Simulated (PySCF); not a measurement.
formamidinium (CH5N2), SMILES NC=[NH2+], charge +1.

Coordinates come from a PBE0-D3(BJ)/def2-TZVP optimisation. The values are those of a single conformer.

Calculation: PBE/def2-TZVPD in PySCF.

Symmetry labels are those of the subgroup C2v that the program uses (full group C2v).

Computed valence orbital energies around the gap with their symmetry:
```tsv
orbital	symmetry	energy (eV)
HOMO−7	B2	-28.84
HOMO−6	A1	-22.76
HOMO−5	A1	-20.88
HOMO−4	B2	-20.24
HOMO−3	B2	-18.48
HOMO−2	A1	-16.81
HOMO−1	B1	-16.34
HOMO	A2	-13.05
LUMO	B1	-7.34
LUMO+1	A1	-5.36
LUMO+2	A1	-4.64
LUMO+3	B2	-4.50
```
